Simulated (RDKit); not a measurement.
Input file for RDKit: UFF on H2 (SMILES [H][H]).

```python
from rdkit import Chem
from rdkit.Chem import AllChem, rdDetermineBonds

blocks = [
'''2

H     0.00000000   -0.00000000    0.38043305
H    -0.00000000    0.00000000   -0.38043305
''',
]
mol = None
for b in blocks:
    f = Chem.MolFromXYZBlock(b)
    rdDetermineBonds.DetermineBonds(f, charge=0)
    mol = f if mol is None else Chem.CombineMols(mol, f)
Chem.SanitizeMol(mol)
print(Chem.MolToSmiles(Chem.RemoveHs(mol)))
ff = AllChem.UFFGetMoleculeForceField(mol, vdwThresh=100.0, ignoreInterfragInteractions=False)
e = ff.CalcEnergy()
print(f'UFF energy {e:.6f} kcal/mol')
```

The log:

```
[H][H]
UFF energy 1.325657 kcal/mol
```

The run finished.

Cost: very roughly 0.020 core-seconds.
